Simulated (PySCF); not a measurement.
SMILES C[N](C)[Ge][N](C)C (C4H12GeN2) at its GFN2-xTB optimised geometry (Å):

```
19

Ge    -0.5829    -0.8444     0.0000
N     -0.9974     0.9529     0.0000
C     -2.3155     1.3298    -0.4552
C     -0.2536     2.0871     0.4859
H     -2.8754     1.8506     0.3306
H     -2.2594     1.9941    -1.3260
H     -2.8670     0.4329    -0.7425
H      0.0110     2.7828    -0.3209
H     -0.8472     2.6438     1.2217
H      0.6553     1.7415     0.9708
N      1.2615    -0.8444     0.0000
C      1.9250    -2.0439     0.4557
C      2.1996     0.1350    -0.4863
H      2.5585    -2.4727    -0.3298
H      2.5595    -1.8397     1.3265
H      1.1749    -2.7828     0.7431
H      2.8181     0.5494     0.3203
H      2.8754    -0.3186    -1.2220
H      1.6586     0.9429    -0.9715
```

Method: PBE0/def2-SVP run with PySCF.

Map of the deformation density (molecule minus spherical neutral atoms) (e/bohr³) on the plane z = 1.5 Å:

```
|:::::::::::::::::::::::::::|
|:::::::::::::::::::::::::::|
|:::::::::::::::::::::::::::|
|::::::::::....:::::::::::::|
|:::::::::.......:::::::::::|
|::::::::.. ......::::::::::|
|::::::::.. ==. ...:::::::::|
|:::::.....:*=.....:::::::::|
|:::::.........-. .:::::::::|
|:::::.....   .:  ..::::::::|
|:::::......   . ...::::::::|
|:::::::..::...........:::::|
|:::::::::::...........:::::|
|::::::::::.....:::....:::::|
|:::::::::......::.....:::::|
|::::::::::.....:......:::::|
|:::::::::::......  ....::::|
|::::::::::::....  :=: .::::|
|:::::::::::::...  =@+ ..:::|
|:::::::::::::.....:=:..::::|
|:::::::::::::..........::::|
|::::::::::::::........:::::|
|::::::::::::::.......::::::|
|::::::::::::::::..:::::::::|
|:::::::::::::::::::::::::::|
|:::::::::::::::::::::::::::|
|:::::::::::::::::::::::::::|
```
Scale: ten equal steps from -0.009 (start of ' ') to 0.031 (end of '@'), in the order ' .:-=+*#%@'; x runs from -5.00 to 5.00, y from -5.00 (bottom) to 5.00 (top).
